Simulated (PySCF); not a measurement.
Species: C7H7F2 (doublet state).
Numbering: `[CH:1]#[C:2][C@:3]1([F:4])[CH2:5][CH2:6][C:7]1[CH2:8][F:9]` (hydrogens: H10 on C1; H11, H12 on C5; H13, H14 on C6; H15, H16 on C8)

Geometry (GFN2-xTB, Å), atoms numbered from 1 in this order:
```
atom  x, y, z in Å
C1     2.549   -1.236    0.450
C2     1.674   -0.646   -0.116
C3     0.579    0.049   -0.760
F4     0.584   -0.254   -2.128
C5     0.465    1.565   -0.466
C6    -0.844    1.298    0.305
C7    -0.739   -0.134   -0.079
C8    -1.498   -1.333    0.289
F9    -1.792   -1.354    1.648
H10    3.327   -1.743    0.940
H11    0.336    2.146   -1.375
H12    1.286    1.969    0.121
H13   -0.797    1.487    1.381
H14   -1.726    1.817   -0.081
H15   -2.479   -1.376   -0.212
H16   -0.933   -2.246    0.071
```

The hyperfine couplings belong to this conformer and change with its torsions.

Level of theory: UKS B3LYP, pcH-1 on C F H, non-relativistic, mean-field spin-orbit, GIAO in PySCF. The structure is a single GFN2-xTB conformer in the gas phase; no vibrational or solvent corrections. Couplings are sensitive to structure, and on GFN2-xTB geometries they can be far from those on DFT ones. The SCF solution wasn't tested for stability.

Problem. Match the computed a_iso(13C) values +97.7, +36.4, -31.6, -29.3, -17.5, +8.5, +3.1 MHz with the sites C1; C2; C3; C5; C6; C7; C8.

Solution. 
```json
{"site": "C1", "a_iso (MHz)": "+8.5", "ρ(0) (bohr⁻³)": "+0.0075", "position": "3 bonds from C7", "distance from C7 (Å)": "3.51", "spin population": "+0.06", "largest |T| (MHz)": "10.1"}
{"site": "C2", "a_iso (MHz)": "+36.4", "ρ(0) (bohr⁻³)": "+0.0324", "position": "2 bonds from C7", "distance from C7 (Å)": "2.47", "spin population": "-0.01", "largest |T| (MHz)": "6.4"}
{"site": "C3", "a_iso (MHz)": "-29.3", "ρ(0) (bohr⁻³)": "-0.0261", "position": "1 bond from C7", "distance from C7 (Å)": "1.49", "spin population": "-0.03", "largest |T| (MHz)": "5.7"}
{"site": "C5", "a_iso (MHz)": "+3.1", "ρ(0) (bohr⁻³)": "+0.0028", "position": "2 bonds from C7", "distance from C7 (Å)": "2.12", "spin population": "+0.01", "largest |T| (MHz)": "2.7"}
{"site": "C6", "a_iso (MHz)": "-31.6", "ρ(0) (bohr⁻³)": "-0.0281", "position": "1 bond from C7", "distance from C7 (Å)": "1.49", "spin population": "-0.08", "largest |T| (MHz)": "2.8"}
{"site": "C7", "a_iso (MHz)": "+97.7", "ρ(0) (bohr⁻³)": "+0.0869", "position": "largest spin population", "distance from C7 (Å)": "0.00", "spin population": "+0.92", "largest |T| (MHz)": "153.2"}
{"site": "C8", "a_iso (MHz)": "-17.5", "ρ(0) (bohr⁻³)": "-0.0156", "position": "1 bond from C7", "distance from C7 (Å)": "1.47", "spin population": "-0.05", "largest |T| (MHz)": "2.6"}
```

Problem. Match the computed a_iso(19F) values +160.2, +152.9 MHz with the sites F4; F9.

Solution. 
```
site  a_iso (MHz)  ρ(0) (bohr⁻³)         position  distance from C7 (Å)  bound to  spin population there  largest |T| (MHz)
  F4       +160.2        +0.0381  2 bonds from C7                  2.44        C3                  -0.03              123.8
  F9       +152.9        +0.0363  2 bonds from C7                  2.36        C8                  -0.05              129.8
```

Problem. The isotropic 1H couplings are +121.0, +102.8, +90.6, +16.3, -4.3, -2.1, +0.2 MHz. Assign them to H10; H11; H12; H13; H14; H15; H16.

Solution. 
| site | a_iso (MHz) | ρ(0) (bohr⁻³) | position | distance from C7 (Å) | bound to | spin population there | largest \|T\| (MHz) |
| --- | --- | --- | --- | --- | --- | --- | --- |
| H10 | -4.3 | -0.0010 | 4 bonds from C7 | 4.49 | C1 | +0.06 | 3.8 |
| H11 | +0.2 | 0.0000 | γ, 3 bonds from C7 | 2.83 | C5 | +0.01 | 5.1 |
| H12 | -2.1 | -0.0005 | γ, 3 bonds from C7 | 2.93 | C5 | +0.01 | 4.6 |
| H13 | +102.8 | +0.0230 | β, 2 bonds from C7 | 2.18 | C6 | -0.08 | 8.0 |
| H14 | +121.0 | +0.0271 | β, 2 bonds from C7 | 2.19 | C6 | -0.08 | 8.1 |
| H15 | +90.6 | +0.0203 | β, 2 bonds from C7 | 2.14 | C8 | -0.05 | 8.7 |
| H16 | +16.3 | +0.0036 | β, 2 bonds from C7 | 2.13 | C8 | -0.05 | 9.5 |

ρ(0) is the spin density at the nucleus and T the dipolar tensor. The Mulliken spin populations are largest on C7 (+0.92), C6 (-0.08) and C1 (+0.06). C7 is the only atom above +0.15. The positive populations add up to 1.18 and the negative ones to -0.18, together 2S = 1. The angles at C7 add up to 359.1°, so it is planar.

The spin density at the nucleus, in bohr⁻³, is negative for C6 (-0.0281), C3 (-0.0261) and C8 (-0.0156), for instance. A restricted open-shell determinant has no negative spin density anywhere; here it arises because α and β orbitals differ (spin polarisation).
